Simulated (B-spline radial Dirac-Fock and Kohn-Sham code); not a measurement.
**The L2-M23M23 Auger spectrum of Pb⁴⁺**

System: the Pb⁴⁺ ion, configuration [Xe] 4f14 5d9 6s1 (not the ground configuration).

Model: relaxed Dirac-Fock hole states (ΔSCF) with Breit and QED corrections and a finite nucleus. Program: a radial B-spline solver. The two-hole levels come from diagonalising the Coulomb interaction among the jj configurations; intensities are independent-particle Coulomb rates. Kinetic energies are from the vacuum level. The model has no electron correlation. Open outer shells are spectators and are not coupled to the holes.

```
kinetic energy (eV)  J  leading jj holes (weight)  leading LS term (weight)
             7936.9  0                M2M2 (1.00)                ³P0 (0.65)
             8433.3  2                M2M3 (1.00)                ¹D2 (0.68)
             8444.3  1                M2M3 (1.00)                ³P1 (1.00)
             8909.3  0                M3M3 (1.00)                ¹S0 (0.65)
             8930.6  2                M3M3 (1.00)                ³P2 (0.68)
```

The intensity is shared as follows: 8433.3 eV 49.6 %, 7936.9 eV 26.4 %, 8444.3 eV 22.8 %, 8909.3 eV 0.7 %, 8930.6 eV 0.5 %.

The strongest line, by its leading LS label ¹D2, lies at 8433.3 eV. The mean weight of the leading component is 1.00 in jj and 0.73 in LS coupling, so jj labels describe these levels better.

Values without a named source are computed, but for edge energies of neutral atoms, which are taken from tables.
